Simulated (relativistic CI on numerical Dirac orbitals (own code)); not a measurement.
Level scheme of Ne³⁺

These numbers are calculated, not measured: Dirac-Coulomb-Breit CI, orbitals from a KLI potential per configuration, model QED, valence Slater integrals scaled by 0.85, P86 correlation energy added to each configuration (own radial code, finite nucleus).

Configuration list (outside the closed core 1s2): 2s²2p³, 2s2p⁴, 2p⁵, 2s²2p²3s, 2s²2p²3p, 2s²2p²3d, 2s²2p²4s, 2p⁴3s, 2s²2p²4p, 2s2p³3s, 2s²2p²4d, 2s²2p²4f, 2p⁴3p, 2s²2p3s², 2s2p³3p, 2p⁴3d. Levels of other configurations are missing.

The lowest level is 2s²2p³ ⁴S°3/2, with 100 % of that term; Hund's rules for 2s²2p³ give ⁴S° with J = 3/2, in agreement.

| No. | Configuration | Term | J | E (eV) | % | Landé g |
| --- | --- | --- | --- | --- | --- | --- |
| 1 | 2s²2p³ | ⁴S° | 3/2 | 0.0000 | 100 | 2.002 |
| 2 | 2s²2p³ | ²D° | 5/2 | 4.8045 | 100 | 1.200 |
| 3 | 2s²2p³ | ²D° | 3/2 | 4.8093 | 100 | 0.800 |
| 4 | 2s²2p³ | ²P° | 1/2 | 6.8583 | 98 | 0.665 |
| 5 | 2s²2p³ | ²P° | 3/2 | 6.8603 | 98 | 1.333 |
| 6 | 2s2p⁴(3P) | ⁴P | 5/2 | 23.2771 | 99 | 1.601 |
| 7 | 2s2p⁴(3P) | ⁴P | 3/2 | 23.3527 | 99 | 1.735 |
| 8 | 2s2p⁴(3P) | ⁴P | 1/2 | 23.3925 | 99 | 2.670 |
| 9 | 2s2p⁴(1D) | ²D | 5/2 | 31.7122 | 99 | 1.200 |
| 10 | 2s2p⁴(1D) | ²D | 3/2 | 31.7155 | 99 | 0.799 |
| 11 | 2s2p⁴(1S) | ²S | 1/2 | 36.4708 | 99 | 2.001 |
| 12 | 2s2p⁴(3P) | ²P | 3/2 | 39.3103 | 99 | 1.334 |
| 13 | 2s2p⁴(3P) | ²P | 1/2 | 39.3978 | 99 | 0.666 |
| 14 | 2p²(3P)3s | ⁴P | 1/2 | 58.9317 | 98 | 2.669 |
| 15 | 2p²(3P)3s | ⁴P | 3/2 | 58.9790 | 98 | 1.734 |
| 16 | 2p²(3P)3s | ⁴P | 5/2 | 59.0505 | 98 | 1.601 |
| 17 | 2p²(3P)3s | ²P | 1/2 | 60.1018 | 98 | 0.667 |
| 18 | 2p²(3P)3s | ²P | 3/2 | 60.1896 | 98 | 1.334 |
| 19 | 2p²(1D)3s | ²D | 5/2 | 62.7321 | 98 | 1.200 |
| 20 | 2p²(1D)3s | ²D | 3/2 | 62.7331 | 98 | 0.800 |
| 21 | 2p⁵ | ²P° | 3/2 | 62.7601 | 98 | 1.334 |
| 22 | 2p⁵ | ²P° | 1/2 | 62.8792 | 98 | 0.665 |
| 23 | 2p²(3P)3p | ²S° | 1/2 | 63.8359 | 98 | 2.002 |
| 24 | 2p²(3P)3p | ⁴D° | 1/2 | 64.3972 | 98 | 0.003 |
| 25 | 2p²(3P)3p | ⁴D° | 3/2 | 64.4232 | 98 | 1.203 |
| 26 | 2p²(3P)3p | ⁴D° | 5/2 | 64.4666 | 98 | 1.373 |
| 27 | 2p²(3P)3p | ⁴D° | 7/2 | 64.5264 | 98 | 1.429 |
| 28 | 2p²(3P)3p | ⁴P° | 1/2 | 64.7451 | 98 | 2.664 |
| 29 | 2p²(3P)3p | ⁴P° | 3/2 | 64.7660 | 97 | 1.731 |
| 30 | 2p²(3P)3p | ⁴P° | 5/2 | 64.8088 | 97 | 1.598 |
| 31 | 2p²(3P)3p | ²D° | 3/2 | 65.5399 | 98 | 0.800 |
| 32 | 2p²(3P)3p | ²D° | 5/2 | 65.6286 | 98 | 1.201 |
| 33 | 2p²(3P)3p | ⁴S° | 3/2 | 65.9185 | 93 | 2.001 |
| 34 | 2p²(1S)3s | ²S | 1/2 | 66.0351 | 94 | 2.002 |
| 35 | 2p²(3P)3p | ²P° | 1/2 | 66.1803 | 98 | 0.666 |
| 36 | 2p²(3P)3p | ²P° | 3/2 | 66.1954 | 98 | 1.334 |
| 37 | 2p²(1D)3p | ²F° | 5/2 | 68.2980 | 99 | 0.857 |
| 38 | 2p²(1D)3p | ²F° | 7/2 | 68.3144 | 99 | 1.143 |
| 39 | 2p²(1D)3p | ²D° | 5/2 | 69.0692 | 97 | 1.200 |
| 40 | 2p²(1D)3p | ²D° | 3/2 | 69.0815 | 97 | 0.802 |
| 41 | 2p²(1D)3p | ²P° | 1/2 | 69.6096 | 97 | 0.665 |
| 42 | 2p²(1D)3p | ²P° | 3/2 | 69.6513 | 97 | 1.332 |
| 43 | 2s2p³(4S°)<5S°>3s | ⁶S° | 5/2 | 70.6909 | 100 | 2.002 |
| 44 | 2p²(3P)3d | ⁴F | 3/2 | 70.7067 | 98 | 0.402 |
| 45 | 2p²(3P)3d | ⁴F | 5/2 | 70.7308 | 98 | 1.031 |

Energies count from the lowest computed level; ° marks odd parity. Percentages are summed over parent terms; the parents shown are those of the largest component, closed shells are left out there, and <> holds an intermediate term.

The mean weight of the leading LS term, summed over parents, in these 45 levels is 98 %, and that of the leading jj configuration (from the same eigenvectors) 59 %, so LS coupling describes them better.

For a near-neutral ion this model can misplace configurations by up to about 10,000 cm⁻¹ (more where the count of f electrons changes) and terms by 10 to 25 % of their spread. Rates follow the energies as ν³ (E1, M1) or ν⁵ (E2), so they and the lifetimes can be off by large factors. The fine structure of a lone outer electron comes out too small, for d and f at times inverted, and misplaced configurations move strength between like terms. 24 of the 27 excited levels that our extract of the measured tables holds in this range could be paired (the sources list more); they are missed by 3910 cm⁻¹ on average and 8537 at most, and levels without a partner can miss by more. Some levels of the ground configuration have no partner and can miss by 10 % or more.
